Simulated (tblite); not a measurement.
Compound: C5H6NO (doublet state).
Atom-mapped SMILES: `[H]/[N:1]=[CH:2]\[C@H:3]1[C:4]=[CH:5][CH2:6][O:7]1` (hydrogens: H8 on N1; H9 on C2; H10 on C3; H11 on C5; H12, H13 on C6)

Cartesian coordinates in Å at the GFN2-xTB level; atoms count from 1:
```
atom  x, y, z in Å
N1     2.2706    0.1368   -0.9412
C2     1.7428    0.5426    0.1132
C3     0.5339   -0.0571    0.8080
C4    -0.5549    0.9517    0.9406
C5    -1.6040    0.6602    0.2183
C6    -1.3122   -0.6502   -0.4894
O7    -0.0638   -1.0993    0.0322
H8     1.8169   -0.6838   -1.3454
H9     2.1646    1.4124    0.6073
H10    0.8594   -0.4692    1.7734
H11   -2.5312    1.1815    0.0980
H12   -2.0769   -1.3981   -0.2531
H13   -1.2497   -0.5272   -1.5796
```

Computed values, GFN2-xTB/tblite, gas phase, harmonic and unscaled. Against measured fundamentals such values can be off by several per cent, at times by over 20. One conformer, not necessarily the lowest. Open shells enter through the occupations alone, without spin polarisation, and single modes of such species can be off by tens of per cent.

Harmonic wavenumbers (cm⁻¹): 86.4, 112.6, 214.1, 270.2, 424.4, 585.5, 642.8, 702.2, 744.8, 800.4, 888.0, 906.2, 934.9, 984.6, 1022.8, 1047.6, 1081.4, 1121.6, 1133.2, 1143.9, 1171.1, 1217.9, 1252.6, 1308.7, 1454.2, 1687.0, 1756.8, 2865.9, 2869.0, 2919.0, 3013.6, 3176.5, 3300.1.

A = 5697, B = 2341, C = 1997 MHz; mass 96.045 u (most abundant isotopes); point group C1, symmetry number 1; spin multiplicity 2.

Problem. What is the zero-point energy?

Solution. ½Σν̃ = 21420 cm⁻¹ = 256.24 kJ/mol.

Problem. What is S at 350 K and 1 bar for an ideal gas of classical rigid rotors and harmonic oscillators?

Solution. Translation 169.12, rotation 114.52, vibration 72.21, spin (R ln 2) 5.76: S = 361.6 J/(mol K).

Problem. And Cp and H(350 K) − H(0)?

Solution. Cp = 123.14 J/(mol K), of which vibrations give 89.88 (their classical limit is 33 R = 274.4); H(350 K) − H(0) = 25.77 kJ/mol without the zero-point energy, 14.13 from vibrations.

Problem. Blend soft modes into free rotors: weight 1/[1 + (100 cm⁻¹/ν̃)⁴] for the oscillator and the rest for a rotor with moment μB/(μ + B), μ = h/(8π²ν), B = 10⁻⁴⁴ kg m². What vibrational entropy results?

Solution. 68.79 J/(mol K) in place of 72.21, which changes −T·S at 350 K by +1.20 kJ/mol.

Problem. Which modes carry the vibrational entropy at 350 K?

Solution. 86.4 cm⁻¹: 16.96; 112.6 cm⁻¹: 14.79; 214.1 cm⁻¹: 9.64; 270.2 cm⁻¹: 7.86; 424.4 cm⁻¹: 4.67; 585.5 cm⁻¹: 2.77 J/(mol K); the other 27 give 15.52 together.

Hindered rotation and anharmonicity are outside this model. Other conformers, if any are populated, would add a mixing term that is left out. The structure is chiral; the term R ln 2 for an equal mix with its mirror image is left out.
